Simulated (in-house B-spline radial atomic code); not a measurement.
The numbers below are computed, except where a source is named.
# Quantum size effects in thin Cd films (stabilised jellium)

The positive ions are smeared into a uniform slab; the electrons are solved self-consistently in the LDA (PW92) on a fine grid across the film. Stabilised jellium adds, inside the slab, the constant potential −n de/dn that makes the bulk stable at the metal's density. No lattice, so no dependence on crystal face. Atomic units unless named. The table is for the stabilised model.

Cd: 2 valence electrons per atom, density 8.69 g/cm³, mass 112.41 u, so r_s = 2.59 bohr.

| thickness (nm) | in Fermi wavelengths | filled subbands | work function (eV) | surface energy (J/m²) |
| --- | --- | --- | --- | --- |
| 0.449 | 1.000 | 2 | 3.570 | 0.529 |
| 0.505 | 1.125 | 3 | 3.852 | 0.592 |
| 0.561 | 1.250 | 3 | 4.025 | 0.583 |
| 0.617 | 1.375 | 3 | 3.936 | 0.546 |
| 0.673 | 1.500 | 3 | 3.687 | 0.542 |
| 0.729 | 1.625 | 4 | 3.845 | 0.582 |
| 0.785 | 1.750 | 4 | 3.969 | 0.575 |
| 0.841 | 1.875 | 4 | 3.913 | 0.551 |
| 0.897 | 2.000 | 4 | 3.744 | 0.549 |
| 0.954 | 2.125 | 5 | 3.843 | 0.576 |
| 1.010 | 2.250 | 5 | 3.937 | 0.571 |
| 1.066 | 2.375 | 5 | 3.899 | 0.554 |
| 1.122 | 2.500 | 5 | 3.777 | 0.553 |

Task: At what steps in thickness do new subbands fill, and why?

Result: λ_F = 2π/k_F = 8.479 bohr = 0.449 nm. New subbands appear by 1.125, 1.625, 2.125 λ_F, each within the grid step of 1/8 λ_F; the true step is half a wavelength (0.224 nm), since a level crosses E_F each time one more half wave at k_F fits across the film.

Task: How large is the oscillation of the work function here?

Result: It runs from 3.570 to 4.025 eV over the table, 0.46 eV within the first four rows and 0.16 eV within the last four, about a thick-film value of 3.86 eV. The grid can skip the cusp where a subband opens, so the true swing can be larger; measurement on the bulk metal gives 4.08 eV.

Task: The film of 10.6 bohr has subband bottoms at -10.714, -8.519, -5.293 eV, measured from the vacuum level. Show that these levels and neutrality give the work function in the table.

Result: Each subband holds (E_F − ε_j)/π electrons per bohr², spin included. Neutrality needs n L = 0.013741 × 10.6 = 0.14565, and π n L × 27.2114 = 12.451 eV. So E_F = (π n L + Σ ε_j)/3 = (12.451 + (-24.526))/3 = -4.025 eV, and the work function is 4.025 eV.
